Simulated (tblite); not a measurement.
C5H11O2Si (doublet state).
Numbering: `[CH3:1][CH:2][O:3][SiH2:4][O:5][CH:6]1[CH2:7][CH2:8]1` (hydrogens: H9, H10, H11 on C1; H12 on C2; H13, H14 on Si4; H15 on C6; H16, H17 on C7; H18, H19 on C8)

The geometry is computed with GFN2-xTB (gas phase). This method treats the open shell by occupation alone, without spin polarisation.

(1) List the bond lengths, angles and torsions at this level.

Results:

(1) 
```tsv
bond	length (Å)	order
C1–C2	1.476	single
C2–O3	1.341	single
O3–Si4	1.628	single
Si4–O5	1.610	single
O5–C6	1.381	single
C6–C7, C6–C8	1.497	single
C7–C8	1.503	single
C1–H9, C1–H10	1.090	single
C1–H11	1.095	single
C2–H12	1.074	single
Si4–H13	1.467	single
Si4–H14	1.456	single
C6–H15	1.085	single
C7–H16, C8–H18	1.079	single
C7–H17, C8–H19	1.079	single
```

Bonds in one row agree within 0.01 Å and their mean is given. Orders are formal, as drawn. A selection of angles:
```tsv
angle	degrees
C2–C1–H9	110.7
C2–C1–H10	110.3
H9–C1–H10	109.2
H9–C1–H11	106.4
C1–C2–O3	121.8
C1–C2–H12	123.3
O3–C2–H12	114.9
C2–O3–Si4	134.3
O3–Si4–O5	107.1
O3–Si4–H13	108.9
O3–Si4–H14	113.6
O5–Si4–H13	113.3
O5–Si4–H14	99.7
H13–Si4–H14	113.9
Si4–O5–C6	131.7
O5–C6–C7	119.0
O5–C6–C8	117.6
O5–C6–H15	113.4
C7–C6–C8	60.3
C7–C6–H15	118.1
C8–C6–H15	118.7
C6–C7–C8	59.7
C6–C7–H16	118.5
C6–C7–H17	117.1
C8–C7–H16	118.8
C8–C7–H17	117.5
H16–C7–H17	114.5
C6–C8–H18	118.6
H18–C8–H19	114.4
```

Dihedral angles: C1–C2–O3–Si4 3° (synperiplanar); C2–O3–Si4–O5 -172° (antiperiplanar); O3–Si4–O5–C6 -63° (synclinal); Si4–O5–C6–C7 -90°; O5–C6–C7–C8 -107° (anticlinal); O5–C6–C8–C7 109° (anticlinal). The mirror-image conformer, all signs reversed, is as good.

The C–C distances run from 1.476 Å (C1–C2, drawn single) to 1.503 Å (C7–C8, drawn single), a spread of 0.027 Å. C2 (carbon bonded to C, O and H) is planar (angles 123.3°, 121.8° and 114.9°, sum 360.0°, 0.01 Å off the plane of its three neighbours). The 3-membered ring C6–C7–C8 has internal angles of 59.7° to 60.3°. Of the pairs four or more bonds apart, Si4···H9 is among the closest relative to their van der Waals radii: 3.18 Å, 96 % of the sum of Bondi's values. The 2 C–O bonds span 1.341 Å (C2–O3, drawn single) to 1.381 Å (O5–C6, drawn single), a spread of 0.040 Å. O3 (oxygen bonded to C and Si) is bent (angle 134.3°). Si4 (silicon bonded to 2 O and 2 H) is distorted tetrahedral (angles from 99.7° to 113.9°).

Point group: C1 (no symmetry element, even within 0.4 Å). GFN2-xTB frequencies show an imaginary mode (145i cm⁻¹), so the point is no minimum at that level. 3 starts were optimised and ended at 0.00, 0.92 and 2.50 kcal/mol (GFN2-xTB); the lowest of these is shown.
